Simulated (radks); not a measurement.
Results of a calculation; reference values are marked as such.
Ga8+, 23 electrons, occupied as [Ar] 3d5.

Level of theory: Dirac Kohn-Sham, LDA (Slater exchange, Perdew-Wang correlation), spin-unpolarised, spherical densities, finite nucleus; open shells fill j = l - 1/2 first; Fermi nuclear charge, rms radius 3.9973 fm (a radial shooting solver on a logarithmic mesh with Libxc functionals).

Energy parts (eV):
total: -52176.903
kinetic: 53220.202
electron-nucleus: -121652.643
Hartree: 18065.162
exchange-correlation: -1809.624

Orbitals (lengths in bohr, moments of r in powers of bohr):
orbital  occ.  eigenvalue (eV)     <r^2>  small-component weight
1s1/2       2        -10398.70  0.003188                1.25e-02
2s1/2       2        -1454.061   0.05600                2.41e-03
2p1/2       2        -1310.654   0.04357                2.40e-03
2p3/2       4        -1283.072   0.04507                2.35e-03
3s1/2       2        -322.9319    0.4410                6.09e-04
3p1/2       2        -275.7354    0.4530                5.71e-04
3p3/2       4        -271.4956    0.4646                5.60e-04
3d3/2       4        -191.6905    0.4708                4.73e-04
3d5/2       1        -191.0080    0.4743                4.70e-04
4s1/2       0        -119.9862     2.308                1.84e-04
4p1/2       0        -105.2641     2.592                1.68e-04
4p3/2       0        -104.3296     2.637                1.66e-04
4d3/2       0         -81.1349     3.324                1.35e-04
4d5/2       0         -80.9881     3.338                1.35e-04
4f5/2       0         -60.9619     4.057                7.94e-05
4f7/2       0         -60.9502     4.059                7.93e-05

The highest occupied level is 3d5/2 at -191.01 eV. The electron density at the nucleus is 2.812e+04 e/bohr^3. For comparison, the ionisation energy in NIST's Atomic Spectra Database is 211 eV (theoretical). In exact Kohn-Sham theory the highest level is minus the ionisation energy, but local and semilocal functionals leave it too shallow, through self-interaction and a potential that decays too fast; potentials with the right tail come closer. The density falls to 0.001 e/bohr^3 at r = 1.88 bohr. Summed over all electrons, <r^2> = 6.389 bohr^2, which gives a Langevin (diamagnetic) susceptibility term of -5.06 x 10^-6 cm^3/mol.

Beside tabulated values, note that spin-unpolarised runs miss the spin-polarisation part of the exchange energy of open shells.
